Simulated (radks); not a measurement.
Problem. Ionisation ladder of tantalum, from Ta XLV to Ta LXVI. Each ion is in the ground configuration listed by NIST, and IE = E(next ion) - E(this ion). Method: Dirac Kohn-Sham, relativistic LDA (MacDonald-Vosko exchange, VWN5 correlation), spin-unpolarised, spherical densities, finite nucleus; open shells fill j = l - 1/2 first; Fermi nuclear charge, rms radius 5.3507 fm; computed with a radial shooting solver on a logarithmic mesh with Libxc functionals.

species    configuration  IE, Delta-SCF (eV)  -e(HOMO) (eV)   HOMO  <r> HOMO (bohr)
Ta XLV     [Ar] 3d10 4s1                   ?         2292.0  4s1/2            0.398
Ta XLVI        [Ar] 3d10              3891.4         3828.8  3d5/2            0.181
Ta XLVII        [Ar] 3d9              4017.6         3954.3  3d5/2            0.180
Ta XLVIII       [Ar] 3d8              4145.3         4081.2  3d5/2            0.179
Ta XLIX         [Ar] 3d7              4274.4         4209.6  3d5/2            0.177
Ta L            [Ar] 3d6              4405.0         4339.5  3d5/2            0.176
Ta LI           [Ar] 3d5              4537.1         4470.8  3d5/2            0.174
Ta LII          [Ar] 3d4              4743.2         4674.9  3d3/2            0.169
Ta LIII         [Ar] 3d3              4880.8         4811.7  3d3/2            0.168
Ta LIV          [Ar] 3d2              5019.8         4950.1  3d3/2            0.167
Ta LV           [Ar] 3d1              5160.2         5089.8  3d3/2            0.165
Ta LVI              [Ar]              5536.9         5476.1  3p3/2            0.191
Ta LVII     [Ne] 3s2 3p5              5658.8         5597.7  3p3/2            0.190
Ta LVIII    [Ne] 3s2 3p4                   ?         5719.9  3p3/2            0.189
Ta LIX      [Ne] 3s2 3p3              5903.9         5842.5  3p3/2            0.188
Ta LX       [Ne] 3s2 3p2              6373.7         6308.2  3p1/2            0.176
Ta LXI      [Ne] 3s2 3p1              6504.8         6439.3  3p1/2            0.175
Ta LXII         [Ne] 3s2              6778.6         6718.5  3s1/2            0.186
Ta LXIII        [Ne] 3s1              6894.8         6838.1  3s1/2            0.186
Ta LXIV             [Ne]                   ?        14965.3  2p3/2           0.0713
Ta LXV      [He] 2s2 2p5             15463.2        15296.7  2p3/2           0.0709
Ta LXVI     [He] 2s2 2p4                   ?        15630.1  2p3/2           0.0704

Estimate the withheld Delta-SCF values.

Solution. Ta XLV: 2319.2 eV (NIST 2315); Ta LVIII: 5781.2 eV (NIST 5785); Ta LXIV: 15130.8 eV (NIST 15137); Ta LXVI: 15797.5 eV (NIST 15820).

Beside tabulated values, note that spin-unpolarised runs miss the spin-polarisation part of the exchange energy of open shells.
